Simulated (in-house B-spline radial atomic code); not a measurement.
Configurations of Sc3+, with energies counted from [Ne] 3s2 3p6. Level of theory: non-relativistic TPSS, spin-polarised, spherical fractional occupations, point nucleus; calculated with a B-spline radial code for spherical atoms. Shells without spins written out take the highest spin.

Occupations are held fixed; configurations that lie above the ionisation limit could autoionise.

| configuration | E - E(ref) (eV) | highest orbital | its <r> (bohr) |
| --- | --- | --- | --- |
| [Ne] 3s(1 up, 0 down) 3p6 3d(1 up, 0 down) | 53.05 | 3d up | 1.312 |
| [Ne] 3s1 3p6 4d1 | 76.54 | 4d up | 3.649 |
| [He] 2s2 2p(2 up, 3 down) 3s2 3p6 4s(0 up, 1 down) | 415.84 | 4s down | 2.591 |
| [He] 2s2 2p5 3s2 3p6 4p1 | 421.21 | 4p up | 2.881 |
| [He] 2s2 2p5 3s2 3p6 4d1 | 428.75 | 4d up | 3.548 |
| [He] 2s2 2p(2 up, 3 down) 3s2 3p6 4f(1 up, 0 down) | 434.28 | 4f up | 4.297 |

(1) Order these further configurations by energy, lowest first.
A. [Ne] 3s2 3p5 4s1
B. [Ne] 3s(1 up, 0 down) 3p6 4d(0 up, 1 down)
C. [Ne] 3s1 3p6 4p1
D. [Ne] 3s1 3p6 4f1
E. [Ne] 3s1 3p6 4s1

(2) How far above the reference does [Ne] 3s2 3p5 3d1 lie?

Answers

(1) A (41.777 eV), E (63.722 eV), C (69.092 eV), B (76.662 eV), D (81.59 eV).

(2) 31.441 eV; its least bound orbital is 3d up with <r> = 1.322 bohr.
